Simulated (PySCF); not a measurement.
# Electron correlation in I²⁺ (iodine, charge +2)

[Kr] 4d10 5s1 5p4, high-spin 4P determinant (an excited configuration). Calculation: PySCF 2.14, in aug-cc-pVTZ-DK3 (8s7p5d2f, 68 functions); scalar relativity by spin-free X2C-1e. Frozen: [Kr] 4d10; 5 electrons correlated.

```tsv
level	correlation energy (mhartree)
CCSD	-96.71
(T)	-5.73
CCSD(T)	-102.44
```

Diagnostics: T1 = 0.013, D1 = 0.0279, largest double amplitude 0.207.

A double-excitation amplitude exceeds 0.15, a sign of near-degeneracy.

Cost of the coupled-cluster step: roughly 4 core-seconds, for 5 correlated electrons.

Iterations:

```
CC2 = 0
CCSD nocc = (np.int64(4), np.int64(1)), nmo = (45, 45)
frozen orbitals [[0, 1, 2, 3, 4, 5, 6, 7, 8, 9, 10, 11, 12, 13, 14, 15, 16, 17, 18, 19, 20, 21, 22], [0, 1, 2, 3, 4, 5, 6, 7, 8, 9, 10, 11, 12, 13, 14, 15, 16, 17, 18, 19, 20, 21, 22]]
max_cycle = 100
direct = 0
conv_tol = 1e-08
conv_tol_normt = 1e-06
diis_space = 8
diis_start_cycle = 0
Init t2, MP2 energy = -0.0679120310884145
Init E_corr(UCCSD) = -0.0679120310997713
cycle = 1  E_corr(UCCSD) = -0.0824431316571708  dE = -0.0145311006  norm(t1,t2) = 0.0779689
cycle = 2  E_corr(UCCSD) = -0.0878620521163483  dE = -0.00541892046  norm(t1,t2) = 0.049427
cycle = 3  E_corr(UCCSD) = -0.0967868656157388  dE = -0.0089248135  norm(t1,t2) = 0.0343155
cycle = 4  E_corr(UCCSD) = -0.0963538680791754  dE = 0.000432997537  norm(t1,t2) = 0.00557632
cycle = 5  E_corr(UCCSD) = -0.0969294403665402  dE = -0.000575572287  norm(t1,t2) = 0.00205937
cycle = 6  E_corr(UCCSD) = -0.0966794612904165  dE = 0.000249979076  norm(t1,t2) = 0.00109116
cycle = 7  E_corr(UCCSD) = -0.0966874972758276  dE = -8.03598541e-06  norm(t1,t2) = 0.000476811
cycle = 8  E_corr(UCCSD) = -0.0967211541732734  dE = -3.36568974e-05  norm(t1,t2) = 0.00019319
cycle = 9  E_corr(UCCSD) = -0.0967131849277323  dE = 7.96924554e-06  norm(t1,t2) = 8.53623e-05
cycle = 10  E_corr(UCCSD) = -0.09671033830981  dE = 2.84661792e-06  norm(t1,t2) = 0.000116824
cycle = 11  E_corr(UCCSD) = -0.0967099967023343  dE = 3.41607476e-07  norm(t1,t2) = 2.85728e-05
cycle = 12  E_corr(UCCSD) = -0.0967101078451769  dE = -1.11142843e-07  norm(t1,t2) = 1.01558e-05
cycle = 13  E_corr(UCCSD) = -0.0967100205997659  dE = 8.72454111e-08  norm(t1,t2) = 2.37698e-06
cycle = 14  E_corr(UCCSD) = -0.0967100468606512  dE = -2.62608853e-08  norm(t1,t2) = 6.1924e-07
cycle = 15  E_corr(UCCSD) = -0.0967100536076127  dE = -6.74696153e-09  norm(t1,t2) = 1.93759e-07
UCCSD converged
E(UCCSD) = -7111.06877901376  E_corr = -0.09671005360761269
UCCSD(T) correction = -0.00573036981434423
```
